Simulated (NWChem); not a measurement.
All runs are NWChem calculations. System: Cl2Se, charge 0, spin multiplicity 1, optimised in this run. The structure started from a generated list of species. Level: B3LYP/def2-SVP. This build takes 78.918 as the default mass of Se and 79.917 as that of Br, the reverse of their main isotopes.

Output (cleaned and shortened):

```
             Northwest Computational Chemistry Package (NWChem) 7.3.0
             --------------------------------------------------------

                                NWChem Input Module
                                -------------------

 Scaling coordinates for geometry "geometry" by  1.889725989
 (inverse scale =  0.529177249)

 Turning off AUTOSYM since
 SYMMETRY directive was detected!

          ------
          auto-z
          ------

                             Geometry "geometry" -> ""
                             -------------------------

 Output coordinates in angstroms (scale by  1.889725989 to convert to a.u.)

  No.       Tag          Charge          X              Y              Z
 ---- ---------------- ---------- -------------- -------------- --------------
    1 Se                  34.0000     0.00000000     0.00000000     0.68659400
    2 Cl                  17.0000    -1.63584500     0.00000000    -0.68659400
    3 Cl                  17.0000     1.63584500     0.00000000    -0.68659400

 Effective nuclear repulsion energy (a.u.)     333.1610939010

            Nuclear Dipole moment (a.u.)
            ----------------------------
        X                 Y               Z
 ---------------- ---------------- ----------------
     0.0000000000     0.0000000000     0.0000000000

      Symmetry information
      --------------------

 Group name             C2v
 Group number             16
 Group order               4
 No. of unique centers     2

      Symmetry unique atoms

     1    2


 Summary of "ao basis" -> "" (spherical)
 ------------------------------------------------------------------------------
       Tag                 Description            Shells   Functions and Types
 ---------------- ------------------------------  ------  ---------------------
 *                          def2-svp                  on all atoms

                           NWChem Geometry Optimization
                           ----------------------------

 maximum gradient threshold         (gmax) =   0.000450
 rms gradient threshold             (grms) =   0.000300
 maximum cartesian step threshold   (xmax) =   0.001800
 rms cartesian step threshold       (xrms) =   0.001200
 fixed trust radius                (trust) =   0.300000
 maximum step size to saddle      (sadstp) =   0.100000
 energy precision                  (eprec) =   5.0D-06
 maximum number of steps          (nptopt) =   80
 initial hessian option           (inhess) =    0
 line search option               (linopt) =    1
 hessian update option            (modupd) =    1
 saddle point option              (modsad) =    0
 initial eigen-mode to follow     (moddir) =    0
 initial variable to follow       (vardir) =    0
 follow first negative mode     (firstneg) =    T
 apply conjugacy                    (opcg) =    F
 source of zmatrix                         =   autoz

          -------------------
          Energy Minimization
          -------------------

 Names of Z-matrix variables
    1              2              3

 Variables with the same non-blank name are constrained to be equal

 Using diagonal initial Hessian
 Scaling for Hessian diagonals: bonds = 1.00  angles = 0.25  torsions = 0.10

          --------
          Step   0
          --------

                         Geometry "geometry" -> "geometry"
                         ---------------------------------

 Output coordinates in angstroms (scale by  1.889725989 to convert to a.u.)

  No.       Tag          Charge          X              Y              Z
 ---- ---------------- ---------- -------------- -------------- --------------
    1 Se                  34.0000     0.00000000     0.00000000     0.68659400
    2 Cl                  17.0000    -1.63584500     0.00000000    -0.68659400
    3 Cl                  17.0000     1.63584500     0.00000000    -0.68659400

 Effective nuclear repulsion energy (a.u.)     333.1610939010

            Nuclear Dipole moment (a.u.)
            ----------------------------
        X                 Y               Z
 ---------------- ---------------- ----------------
     0.0000000000     0.0000000000     0.0000000000

      Symmetry information
      --------------------
[...]
          MASS-WEIGHTED NUCLEAR HESSIAN (Hartree/Bohr/Bohr/Kamu)
          ----------------------------------------------------

               1            2            3            4            5            6            7            8            9
   ----- ----- ----- ----- -----
    1    1.95431D+00
    2    1.47734D-04 -3.18795D-04
    3    2.37215D-04 -1.22694D-04  1.84131D+00
    4   -1.46824D+00  1.27991D-06 -1.26732D+00  2.62352D+00
    5    4.15806D-07 -2.22249D-05 -2.49793D-06  4.24843D-07  3.08796D-05
    6   -1.17636D+00  1.39918D-06 -1.38334D+00  1.83555D+00 -6.47213D-07  1.74704D+00
    7   -1.46824D+00  3.65093D-07  1.26732D+00 -4.17833D-01 -2.09939D-07 -6.83164D-02  2.62352D+00
    8    6.57799D-07 -2.21465D-05 -2.33769D-06  8.97230D-07  6.02624D-06  1.67774D-06 -1.11734D-06  3.02733D-05
    9    1.17636D+00  8.18637D-08 -1.38334D+00  6.83161D-02  6.86733D-08  3.31104D-01 -1.83555D+00 -7.61978D-07  1.74704D+00


 ----------------------------------------------------------------------------
 Normal Eigenvalue ||         Derivative Dipole Moments (debye/angs)
  Mode   [cm**-1]  ||      [d/dqX]             [d/dqY]           [d/dqZ]
 ------ ---------- || ------------------ ------------------ -----------------
    1       -3.602 ||      -0.017               0.061             0.000
    2       -2.249 ||       0.013               0.064            -0.000
    3       -1.426 ||       0.010               0.000             0.000
    4       -0.028 ||      -0.068              -0.002            -0.000
    5        0.807 ||      -0.004               0.002            -0.000
    6        1.025 ||      -0.001              -0.114            -0.000
    7      148.018 ||       0.000               0.000            -0.147
    8      383.860 ||      -1.054               0.000             0.000
    9      402.532 ||       0.000               0.000             0.446
 ----------------------------------------------------------------------------

 ----------------------------------------------------------------------------
 Normal Eigenvalue ||                 Infra Red Intensities
  Mode   [cm**-1]  || [atomic units] [(debye/angs)**2] [(KM/mol)] [arbitrary]
 ------ ---------- || -------------- ----------------- ---------- -----------
    1       -3.602 ||    0.000173           0.004         0.168       0.264
    2       -2.249 ||    0.000183           0.004         0.179       0.280
    3       -1.426 ||    0.000005           0.000         0.004       0.007
    4       -0.028 ||    0.000203           0.005         0.198       0.311
    5        0.807 ||    0.000001           0.000         0.001       0.001
    6        1.025 ||    0.000567           0.013         0.553       0.867
    7      148.018 ||    0.000934           0.022         0.910       1.428
    8      383.860 ||    0.048159           1.111        46.948      73.636
    9      402.532 ||    0.008637           0.199         8.420      13.206
 ----------------------------------------------------------------------------

        Vibrational analysis via the FX method
  --- with translations and rotations projected out ---
  --- via the Eckart algorithm                      ---
 Projected Nuclear Hessian trans-rot subspace norm:8.7871D-34
                         (should be close to zero!)

          --------------------------------------------------------
          MASS-WEIGHTED PROJECTED HESSIAN (Hartree/Bohr/Bohr/Kamu)
          --------------------------------------------------------

               1            2            3            4            5            6            7            8            9
   ----- ----- ----- ----- -----
    1    1.95457D+00
    2   -4.29321D-20  0.00000D+00
    3    8.73643D-05  0.00000D+00  1.84151D+00
    4   -1.46815D+00  1.46123D-20 -1.26739D+00  2.62345D+00
    5   -5.44812D-21  4.03098D-21  6.17244D-21  3.87938D-21  0.00000D+00
    6   -1.17637D+00 -2.26743D-21 -1.38327D+00  1.83554D+00 -1.13543D-21  1.74699D+00
    7   -1.46815D+00  1.70057D-20  1.26726D+00 -4.17896D-01  4.39979D-21 -6.83178D-02  2.62345D+00
    8   -5.66857D-21  0.00000D+00  6.29841D-21  4.10411D-21  0.00000D+00 -1.32467D-21  4.29334D-21  0.00000D+00
    9    1.17624D+00 -2.43433D-20 -1.38317D+00  6.84162D-02 -7.80608D-21  3.31061D-01 -1.83544D+00 -7.94801D-21  1.74683D+00

 center of mass
 --------------
 x =   0.00000000 y =   0.00000000 z =   0.07874990

 moments of inertia (a.u.)
 ------------------
         250.139967382781           0.000000000000           0.000000000000
           0.000000000000         985.116308187718           0.000000000000
           0.000000000000           0.000000000000         734.976340804938

 Rotational Constants
 --------------------
 A=   0.240666 cm-1  (  0.346257 K)
 B=   0.081908 cm-1  (  0.117844 K)
 C=   0.061110 cm-1  (  0.087921 K)

 Temperature                      =   298.15K
 frequency scaling parameter      =   1.0000

 Zero-Point correction to Energy  =    1.335 kcal/mol  (  0.002128 au)
 Thermal correction to Energy     =    3.914 kcal/mol  (  0.006237 au)
 Thermal correction to Enthalpy   =    4.506 kcal/mol  (  0.007181 au)

 Total Entropy                    =   70.866 cal/mol-K
   - Translational                =   40.885 cal/mol-K (mol. weight = 148.8560)
   - Rotational                   =   25.307 cal/mol-K (symmetry #  =        2)
   - Vibrational                  =    4.673 cal/mol-K

 Cv (constant volume heat capacity) =   10.831 cal/mol-K
   - Translational                  =    2.979 cal/mol-K
   - Rotational                     =    2.979 cal/mol-K
   - Vibrational                    =    4.872 cal/mol-K


 ----------------------------------------------------------------------------
 Normal Eigenvalue ||    Projected Derivative Dipole Moments (debye/angs)
  Mode   [cm**-1]  ||      [d/dqX]             [d/dqY]           [d/dqZ]
 ------ ---------- || ------------------ ------------------ -----------------
    1       -0.000 ||      -0.046               0.000            -0.000
    2        0.000 ||      -0.000               0.099             0.000
    3        0.000 ||       0.000              -0.074            -0.000
    4        0.000 ||       0.000              -0.074            -0.000
    5        0.000 ||      -0.056               0.000            -0.000
    6        0.000 ||      -0.002               0.000             0.000
    7      148.012 ||       0.000               0.000            -0.147
    8      383.853 ||      -1.054               0.000             0.000
    9      402.529 ||       0.000               0.000             0.446
 ----------------------------------------------------------------------------

 ----------------------------------------------------------------------------
 Normal Eigenvalue ||           Projected Infra Red Intensities
  Mode   [cm**-1]  || [atomic units] [(debye/angs)**2] [(KM/mol)] [arbitrary]
 ------ ---------- || -------------- ----------------- ---------- -----------
    1       -0.000 ||    0.000093           0.002         0.091       0.143
    2        0.000 ||    0.000424           0.010         0.413       0.648
    3        0.000 ||    0.000239           0.006         0.233       0.366
    4        0.000 ||    0.000239           0.006         0.233       0.366
    5        0.000 ||    0.000136           0.003         0.132       0.208
    6        0.000 ||    0.000000           0.000         0.000       0.000
    7      148.012 ||    0.000934           0.022         0.910       1.428
    8      383.853 ||    0.048159           1.111        46.948      73.636
    9      402.529 ||    0.008637           0.199         8.420      13.206
 ----------------------------------------------------------------------------

 Task  times  cpu:       44.4s     wall:       44.4s

 Total times  cpu:       64.4s     wall:       64.4s
```

### Question
Write an NWChem input that would produce this output.

### Answer
One answer among several that fit: 
```
start mol
memory heap 200 mb stack 900 mb global 1100 mb
geometry units angstroms
  Se     0.000000     0.000000     0.686594
  Cl    -1.635845     0.000000    -0.686594
  Cl     1.635845     0.000000    -0.686594
  symmetry group C2v
end
basis spherical
  * library def2-svp
end
dft
  xc b3lyp
  semidirect memsize 60000000 filesize 0
  iterations 100
end
driver
  maxiter 80
end
task dft optimize
task dft freq
```
